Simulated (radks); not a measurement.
The numbers below are computed, except where a source is named.
Species: the cadmium ion Cd12+. Configuration: [Ar] 3d10 4s2 4p(1/2: 2, 3/2: 3) 4d(3/2: 1, 5/2: 0) (not the ground configuration). Level of theory: Dirac Kohn-Sham, PBE, spin-unpolarised, spherical densities, finite nucleus; Fermi nuclear charge, rms radius 4.6087 fm (a radial shooting solver on a logarithmic mesh with Libxc functionals).

Unscreened Slater integrals over Kohn-Sham orbitals (cm^-1). Large and small components are both included. Empty in this configuration: 4d5/2.

| integral | value |
|---|---|
| F0(4d3/2,4d3/2) | 213060 |
| F2(4d3/2,4d3/2) | 110150 |
| F0(4d3/2,4p3/2) | 220210 |
| F2(4d3/2,4p3/2) | 114500 |
| G1(4d3/2,4p3/2) | 145180 |
| G3(4d3/2,4p3/2) | 91641 |
| F0(4d3/2,4p1/2) | 222500 |
| G1(4d3/2,4p1/2) | 146270 |
| F0(4d3/2,4s1/2) | 225750 |
| G2(4d3/2,4s1/2) | 112980 |
| F0(4d3/2,4d5/2) | 212390 |
| F2(4d3/2,4d5/2) | 109830 |
| G2(4d3/2,4d5/2) | 109730 |
| G4(4d3/2,4d5/2) | 74225 |
| F0(4p3/2,4p3/2) | 228460 |
| F2(4p3/2,4p3/2) | 121030 |
| F0(4p3/2,4p1/2) | 231040 |
| G2(4p3/2,4p1/2) | 122000 |
| F0(4p3/2,4s1/2) | 234700 |
| G1(4p3/2,4s1/2) | 160240 |
| F0(4p3/2,4d5/2) | 219460 |
| F2(4p3/2,4d5/2) | 114050 |
| G1(4p3/2,4d5/2) | 144680 |
| G3(4p3/2,4d5/2) | 91278 |
| F0(4p1/2,4p1/2) | 233770 |
| F0(4p1/2,4s1/2) | 237580 |
| G1(4p1/2,4s1/2) | 162820 |
| F0(4p1/2,4d5/2) | 221720 |
| G3(4p1/2,4d5/2) | 91510 |
| F0(4s1/2,4s1/2) | 241670 |
| F0(4s1/2,4d5/2) | 224920 |
| G2(4s1/2,4d5/2) | 112270 |
| F0(4d5/2,4d5/2) | 211720 |
| F2(4d5/2,4d5/2) | 109520 |
| F4(4d5/2,4d5/2) | 74084 |
